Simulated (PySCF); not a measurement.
H5AsSi, charge +1, doublet, at a GFN2-xTB geometry (a state made from the parent by changing its charge; the spin is typed, not shown lowest). Base run: M062X/6-31G** run with PySCF.

Geometry (Å):
```xyz
7

Si    -1.7047     0.1090     0.2738
As     0.8223    -0.0389    -0.1886
H     -2.2074    -0.8289    -0.7339
H     -1.9176     1.5407     0.0415
H     -1.7084    -0.3477     1.6718
H      1.1788    -1.3382     0.4534
H      1.3859     0.7311     0.9590
```
Charge +1, spin multiplicity 2.
Orbitals are unrestricted.
All else is at PySCF's defaults.
Base energy -2527.68785 Eh.

Each row names what was changed in the base input (with any setting that the change needs).

```
change                                       ΔE vs base (mEh)  SCF cycles  <S^2>                outcome
-------------------------------------------  ----------------  ----------  -----  ---------------------
base                                                    0.000          12  0.755              converged
diis_space = 2                                          0.000          19  0.755              converged
conv_tol = 1e-11                                        0.000          14  0.755              converged
solver = newton; init_guess = 1e                            -           -      -  cut at the time limit
init_guess = atom                                       0.000          12  0.755              converged
diis_space = 12                                         0.000          12  0.755              converged
init_guess = vsap                                       0.000          11  0.755              converged
conv_tol = 1e-6                                         0.000           9  0.755              converged
init_guess = huckel                                     0.000          11  0.755              converged
DIIS = ADIIS                                            0.000          20  0.755              converged
conv_tol_grad = 1e-3                                    0.000          12  0.755              converged
level_shift = 0.1 (with mf.max_cycle = 100)             0.000          14  0.755              converged
conv_tol = 1e-4                                         0.006           6  0.755              converged
```

Open shells are given as the SCF converged; they aren't shown to be the lowest states, and a large step between rows can be another state.
